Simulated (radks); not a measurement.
Values are calculated unless marked as measured or tabulated.
Excited configurations of P I: one electron is placed in a higher orbital outside [Ne] 3s2 3p2. The ground configuration is [Ne] 3s2 3p3. Level of theory: Dirac Kohn-Sham, PBE, spin-unpolarised, spherical densities, finite nucleus; open shells fill j = l - 1/2 first; Fermi nuclear charge, rms radius 3.1889 fm (a radial shooting solver on a logarithmic mesh with Libxc functionals). Excitation = E - E(ground); binding = E(ion) - E, where the ion is the core of charge +1; n* = 1/sqrt(2 binding) in atomic units, and the quantum defect is n - n*.

3d3/2: excitation (eV) 7.736; binding (eV) 1.960; n* 2.635; <r> (bohr) 7.658
4p1/2: excitation (eV) 7.315; binding (eV) 2.381; n* 2.391; <r> (bohr) 8.097
4d3/2: excitation (eV) 8.426; binding (eV) 1.269; n* 3.274; <r> (bohr) 14.26
4f5/2: excitation (eV) 8.785; binding (eV) 0.910; n* 3.866; <r> (bohr) 17.38
5s1/2: excitation (eV) 8.023; binding (eV) 1.673; n* 2.852; <r> (bohr) 13.03
5d3/2: excitation (eV) 8.888; binding (eV) 0.808; n* 4.104; <r> (bohr) 24.63
6s1/2: excitation (eV) 8.715; binding (eV) 0.980; n* 3.726; <r> (bohr) 22.53
6p1/2: excitation (eV) 8.885; binding (eV) 0.811; n* 4.097; <r> (bohr) 26.62
6d3/2: excitation (eV) 9.139; binding (eV) 0.556; n* 4.945; <r> (bohr) 37.78
7s1/2: excitation (eV) 9.050; binding (eV) 0.645; n* 4.591; <r> (bohr) 34.76
7p1/2: excitation (eV) 9.141; binding (eV) 0.555; n* 4.953; <r> (bohr) 39.92

The Delta-SCF ionisation energy is 9.696 eV (NIST Atomic Spectra Database: 10.487 eV, measured). Self-interaction in the functional shifts the binding energies and quantum defects, so they are the method's values and not measured ones. Spin polarisation and multiplet splitting are left out, so open shells lie too high by an amount that depends on their filling.

Beside tabulated values, note that spin-unpolarised runs miss the spin-polarisation part of the exchange energy of open shells.
